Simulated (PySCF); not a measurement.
PySCF input for AlH2Cl, SMILES [AlH2][Cl], PBE0/pcSseg-2. Geometry optimised at B3LYP-D3(BJ)/def2-TZVP.

```python
import numpy as np
from pyscf import gto, scf, dft
from pyscf.prop.nmr import rks as nmr

mol = gto.M(
    atom='''
    Al    0.00000000    0.00000000    1.07346169
    H     0.00000000   -1.39137328    1.79925321
    H     0.00000000    1.39137327    1.79925322
    Cl    0.00000000    0.00000000   -1.03255931
    ''',
    basis='pcSseg-2',
    charge=0,
    spin=0,
    max_memory=1600,
    verbose=3,
)
mf = dft.RKS(mol, xc='pbe0')
mf.grids.level = 3
mf.conv_tol = 1e-10
mf.max_cycle = 100
mf.kernel()
n = nmr.NMR(mf)
n.verbose = 2
n.max_cycle_cphf = 60
sigma = n.kernel()
print('atom   isotropic/ppm   span/ppm')
for i, s in enumerate(sigma):
    w = np.linalg.eigvalsh((s + s.T) / 2)
    print(f'{mol.atom_symbol(i):2s}{i + 1:3d} {w.mean():14.3f} {w[2] - w[0]:11.3f}')
```

Log of the run:

```
converged SCF energy = -703.64518419366
atom   isotropic/ppm   span/ppm
Al  1        329.743     111.454
H   2         26.257       7.989
H   3         26.257       7.989
Cl  4        868.130     365.205
```

The calculation finished and met its thresholds.
